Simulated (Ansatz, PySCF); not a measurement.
Reaction (SMILES): N#N [molecular nitrogen] + 3 [H][H] (H2) -> 2 N (NH3)
Structures are relaxed separately at B3LYP-D3(BJ)/def2-TZVP in Ansatz (an electronic-structure program).
Geometry of the first species:
SMILES: N#N
```xyz
2

N      0.0000     0.0000    -0.5454
N      0.0000     0.0000     0.5454
```
Charge 0, spin multiplicity 1.

Wanted: energy of full hydrogenation (0 K, with B3LYP-D3(BJ) harmonic zero-point energies from PySCF), in kJ/mol. Correlated levels leave the core frozen unless marked. No spin-orbit coupling. No relativistic terms. CBS marks a two-point X^-3 extrapolation of the correlation energy; Hartree-Fock from the larger set (for Q and 5 zeta extrapolated as (X+1)exp(-9√X)).

CCSD(T)/CBS(cc-pVQZ,cc-pV5Z) (Ansatz) gives -79.7 kJ/mol.

**Question.** Another calculation gave -86.2 kJ/mol. Which level was it?
A) wB97M-V/def2-TZVPD (Ansatz)
B) r2SCAN0/def2-TZVPD (Ansatz)
C) TPSS/def2-TZVPD (PySCF)
D) revPBE/def2-TZVPD (Ansatz)

**Answer.** A, wB97M-V/def2-TZVPD (Ansatz). The others give -116.0 (r2SCAN0), -65.1 (revPBE), -43.6 (TPSS) kJ/mol.
